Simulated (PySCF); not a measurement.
Molecular orbitals of MgI

B2PLYP at R = 2.619 Å; basis Mg def2-SVP, I def2-SVP with ECP28; scalar-relativistic core potentials; PySCF 2.14. State: ²Σ⁺ (doublet), unpaired electrons σ ↑. Only the outer orbitals are listed, counted within each symmetry, core potentials removing the inner ones.

```tsv
spin	orbital	occ.	ε (eV)	on Mg (%)	main shells (%)
α	7σ	1	-20.16	4	96 I s
α	8σ	1	-9.61	28	70 I p, 26 Mg s
α	4π	1	-7.98	6	94 I p
α	4π	1	-7.98	6	94 I p
α	9σ	1	-6.38	84	62 Mg s, 22 Mg p, 16 I p
α	5π	0	-0.37	97	95 Mg p
α	5π	0	-0.37	97	95 Mg p
α	10σ	0	1.30	109	77 Mg p, 24 Mg s
β	7σ	1	-19.98	5	95 I s
β	8σ	1	-9.15	23	75 I p, 17 Mg s
β	4π	1	-7.94	6	94 I p
β	4π	1	-7.94	6	94 I p
β	9σ	0	-2.04	91	79 Mg s, 11 Mg p, 9 I p
β	5π	0	0.30	97	97 Mg p
β	5π	0	0.30	97	97 Mg p
```

Problem. Which are the highest filled and the lowest empty level, where do they sit, and how wide is the gap?

Solution. Highest filled α 9σ at -6.38 eV (in %: 62 Mg s, 22 Mg p, 16 I p); lowest empty β 9σ at -2.04 eV (in %: 79 Mg s, 11 Mg p, 9 I p); the gap at B2PLYP is 4.34 eV.

* bond order (Mayer): 1.09
* ⟨S²⟩: 0.752
* charge on Mg (Mulliken, basis-dependent): 0.33
* charge on Mg (Löwdin, basis-dependent): -0.06
* dipole moment (positive dipole means Mg(−)I(+)): -3.47 D

Shares are Mulliken populations and can fall outside 0 to 100 %.

Correlated steps freeze 5 core orbitals. Spin–orbit coupling is left out. B2PLYP dipoles, levels and charges come from its SCF part alone. The state is the lowest determinant that a PBE0 search found; another state may lie lower at other levels.
